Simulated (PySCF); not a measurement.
PySCF input (HF/def2-TZVPD):

```python
from pyscf import gto, scf, dft

mol = gto.M(
    atom='''
    Si    0.81172158   -0.57889441    0.10772182
    F     2.35180447   -0.27453806   -0.37219608
    N    -0.24647524    0.62305425   -0.39850186
    Si   -2.01867867    0.56599927    0.19146885
    H     0.86231024   -0.66367643    1.58527770
    H     0.59695180   -1.95278689   -0.43730483
    H    -0.15886201    0.97211634   -1.33979024
    H    -1.74615035    0.89168908    1.67131199
    H    -2.09776395   -0.95734757    0.47111383
    ''',
    basis='def2-tzvpd',
    charge=-1,
    spin=0,
    verbose=4,
)

mf = scf.RHF(mol).density_fit(auxbasis='def2-universal-jkfit')
mf.conv_tol = 1e-9
mf.max_cycle = 100
mf.max_memory = 1500
mf.kernel()
if not mf.converged:
    mf = mf.newton()
    mf.kernel(mf.make_rdm1())
mf.analyze()
```

End of the output:

```
Extra cycle  E= -734.850046110052  delta_E= -5.68e-12  |g|= 1.3e-06  |ddm|= 1.6e-05
converged SCF energy = -734.850046110052
**** SCF Summaries ****
Total Energy =                        -734.850046110051835
Nuclear Repulsion Energy =             213.445030877673332
One-electron Energy =                -1453.598031283731871
Two-electron Energy =                  505.302954296006760
Two-electron Coulomb Energy =          564.834284493539144
DFT Exchange-Correlation Energy =      -59.531330197532384
HOMO-LUMO gap [eV] =                     7.406974842622604
**** MO energy ****
MO #1   energy= -68.6514161422569  occ= 2
MO #2   energy= -68.5571660793588  occ= 2
MO #3   energy= -26.1278342143185  occ= 2
MO #4   energy= -15.3564936541551  occ= 2
MO #5   energy= -5.99423026743371  occ= 2
MO #6   energy= -5.90263148525633  occ= 2
MO #7   energy= -4.10230870849969  occ= 2
MO #8   energy= -4.10094222868258  occ= 2
MO #9   energy= -4.10057220515467  occ= 2
MO #10  energy= -4.00750251472699  occ= 2
MO #11  energy= -4.0071734433893   occ= 2
MO #12  energy= -4.00678847425691  occ= 2
MO #13  energy= -1.4229439594224   occ= 2
MO #14  energy= -0.945150730992083 occ= 2
MO #15  energy= -0.604641054549177 occ= 2
MO #16  energy= -0.518124484562646 occ= 2
MO #17  energy= -0.511282070518    occ= 2
MO #18  energy= -0.498908015153487 occ= 2
MO #19  energy= -0.469402427446005 occ= 2
MO #20  energy= -0.392780632029967 occ= 2
MO #21  energy= -0.341324335208236 occ= 2
MO #22  energy= -0.310748337696562 occ= 2
MO #23  energy= -0.271205535787998 occ= 2
MO #24  energy= -0.204057259206287 occ= 2
MO #25  energy= -0.0904319549287607 occ= 2
MO #26  energy= 0.181769352170355  occ= 0
MO #27  energy= 0.204929204666215  occ= 0
MO #28  energy= 0.217575071371522  occ= 0
MO #29  energy= 0.236465959509403  occ= 0
MO #30  energy= 0.249974954776678  occ= 0
MO #31  energy= 0.265575887062476  occ= 0
MO #32  energy= 0.269328771436862  occ= 0
MO #33  energy= 0.280056374929219  occ= 0
MO #34  energy= 0.286684380937909  occ= 0
MO #35  energy= 0.288185314365443  occ= 0
MO #36  energy= 0.306201340836508  occ= 0
MO #37  energy= 0.310269379974403  occ= 0
MO #38  energy= 0.313062122703068  occ= 0
MO #39  energy= 0.322578764719266  occ= 0
MO #40  energy= 0.34331904035183   occ= 0
MO #41  energy= 0.35958900786567   occ= 0
MO #42  energy= 0.370339359517997  occ= 0
MO #43  energy= 0.373343889434953  occ= 0
MO #44  energy= 0.384896328099824  occ= 0
MO #45  energy= 0.393651574112326  occ= 0
MO #46  energy= 0.4027689710677    occ= 0
MO #47  energy= 0.407353510225949  occ= 0
MO #48  energy= 0.416803939240735  occ= 0
MO #49  energy= 0.431697918870653  occ= 0
MO #50  energy= 0.433881929025635  occ= 0
MO #51  energy= 0.455572019732391  occ= 0
MO #52  energy= 0.46205036325342   occ= 0
MO #53  energy= 0.484724662637782  occ= 0
MO #54  energy= 0.502053430473103  occ= 0
MO #55  energy= 0.503915092397456  occ= 0
MO #56  energy= 0.515736530889412  occ= 0
MO #57  energy= 0.527804404521028  occ= 0
MO #58  energy= 0.539064574720952  occ= 0
MO #59  energy= 0.546442351568151  occ= 0
MO #60  energy= 0.553271144078719  occ= 0
MO #61  energy= 0.5584646648235    occ= 0
MO #62  energy= 0.569105516299145  occ= 0
MO #63  energy= 0.576798161685008  occ= 0
MO #64  energy= 0.593610682154133  occ= 0
MO #65  energy= 0.608371270351992  occ= 0
MO #66  energy= 0.613138052229873  occ= 0
MO #67  energy= 0.629570063151752  occ= 0
MO #68  energy= 0.658819979218753  occ= 0
MO #69  energy= 0.664608776107939  occ= 0
MO #70  energy= 0.674415474920197  occ= 0
MO #71  energy= 0.696212643231333  occ= 0
MO #72  energy= 0.704110058255066  occ= 0
MO #73  energy= 0.719866765892704  occ= 0
MO #74  energy= 0.724284699541785  occ= 0
MO #75  energy= 0.738696374421869  occ= 0
MO #76  energy= 0.758416965454684  occ= 0
MO #77  energy= 0.77311337285207   occ= 0
MO #78  energy= 0.799104323160927  occ= 0
MO #79  energy= 0.802260482126395  occ= 0
MO #80  energy= 0.81703254896602   occ= 0
MO #81  energy= 0.830806052894533  occ= 0
MO #82  energy= 0.853621620114571  occ= 0
MO #83  energy= 0.862055957455227  occ= 0
MO #84  energy= 0.867108305190494  occ= 0
MO #85  energy= 0.898828347603081  occ= 0
MO #86  energy= 0.912494527526997  occ= 0
MO #87  energy= 0.935240550387501  occ= 0
MO #88  energy= 0.959432363856214  occ= 0
MO #89  energy= 0.971997247317455  occ= 0
MO #90  energy= 0.996627327385813  occ= 0
MO #91  energy= 1.00816648427548   occ= 0
MO #92  energy= 1.01980868179749   occ= 0
MO #93  energy= 1.02832788135451   occ= 0
MO #94  energy= 1.03252417400886   occ= 0
MO #95  energy= 1.05833193688907   occ= 0
MO #96  energy= 1.08385464227319   occ= 0
MO #97  energy= 1.09362332061166   occ= 0
MO #98  energy= 1.13763550927989   occ= 0
MO #99  energy= 1.1497945045799    occ= 0
MO #100 energy= 1.19882563117284   occ= 0
MO #101 energy= 1.23428170775113   occ= 0
MO #102 energy= 1.23855857233664   occ= 0
MO #103 energy= 1.29897808749443   occ= 0
MO #104 energy= 1.39528194085808   occ= 0
MO #105 energy= 1.40435582754176   occ= 0
MO #106 energy= 1.42394040339547   occ= 0
MO #107 energy= 1.45688484197663   occ= 0
[...]
```

It need not be the lowest isomer of its formula. Whether it binds its extra electron was not tested at this geometry.
